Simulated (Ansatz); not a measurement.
A nudged elastic band was laid between two geometries of Cl2F2Zr + H2 (7 atoms, charge 0, multiplicity 1).

Method: RKS PBE0-D4/def2-SVP in Ansatz.

```json
{
  "movable images": "9",
  "climbing image": "yes",
  "spring": "5.0 eV/Å²",
  "optimiser": "quadratic models (default)",
  "start path": "through a guess of the saddle point",
  "force threshold": "0.05 eV/Å",
  "iteration limit": "60",
  "end points": "relaxed"
}
```

First end point:

```xyz
7
Properties=species:S:1:pos:R:3
Zr -0.103 -0.054 0.115
Cl -0.339 -0.348 2.431
F 1.692 -0.019 -0.469
Cl -1.380 1.707 -0.753
F -0.816 -1.613 -0.656
H 1.147 2.255 0.873
H 1.022 1.943 1.559
```

Last end point:

```xyz
7
Properties=species:S:1:pos:R:3
Zr 0.066 -0.517 -0.239
Cl 0.720 -0.434 2.002
F 1.403 -1.379 -1.249
Cl -0.273 1.635 -1.080
F -1.531 -1.505 -0.388
H 0.320 3.235 1.718
H 0.517 2.836 2.335
```

Problem. What changes between the two ends?

Solution. No bond is made or broken.

Problem. What energy profile does the band end with?

Solution. The run converged. The highest image is number 10 of 0 to 10, 0.9 kcal/mol above the first end and 0.0 kcal/mol above the last; the last end lies 0.9 kcal/mol above the first. The highest image is an end point: on this band no image between the ends rises above it.

```tsv
image	path coordinate (Å)	energy (kcal/mol)
0	0.00	0.0
1	0.38	0.1
2	0.76	0.2
3	1.14	0.4
4	1.52	0.6
5	1.90	0.7
6	2.28	0.8
7	2.66	0.9
8	3.04	0.9
9	3.42	0.9
10	3.75	0.9
```

The band took 15 iterations and roughly 14 core-minutes.

Run time: 7.2 min on 2 threads of Arm Neoverse V2, with other jobs on the host, peak memory 0.25 GiB.
